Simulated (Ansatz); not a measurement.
**SiF3 (trifluorosilyl): the energy, rung by rung**

SiF3 has 4 atoms, charge 0, and is taken as a doublet. As SMILES, `F[Si](F)F`. The shape is that of a GFN2-xTB optimisation.

```tsv
atom	x (Å)	y (Å)	z (Å)
F	0.7879	-0.5090	1.1190
Si	-0.3252	0.2440	0.2689
F	-0.9627	-0.8891	-0.6469
F	0.5001	1.1540	-0.7410
```

Quantity: the energy change with the F1–Si2 bond stretched from 1.590 to 3.976 Å, in eV. The values are calculated.

```tsv
level	kind	program	value (eV)	less FCI/STO-3G
UHF/STO-3G	Hartree–Fock	Ansatz	1.70	-0.09
U-revPBE/STO-3G	GGA	Ansatz	3.12	+1.33
U-r2SCAN/STO-3G	meta-GGA	Ansatz	3.17	+1.38
UB3LYP/STO-3G	global hybrid	Ansatz	3.06	+1.27
UBHLYP/STO-3G	global hybrid	Ansatz	2.71	+0.92
U-wB97M-V/STO-3G	range-separated hybrid	Ansatz	3.01	+1.22
UB2PLYP/STO-3G	double hybrid	Ansatz	2.50	+0.71
UCCSD/STO-3G	coupled cluster or CI	Ansatz	1.84	+0.05
FCI/STO-3G	exact in the basis	Ansatz	1.79	0.00
```

FCI/STO-3G is exact within its basis and frozen core, so for wave-function methods in that basis the difference is their error; functionals converge differently with the basis, so for them it is only a difference. The first shape isn't each level's own minimum. The values span 1.70 to 3.17 eV. All rows use very small basis sets, so even the best lies far from the true value.
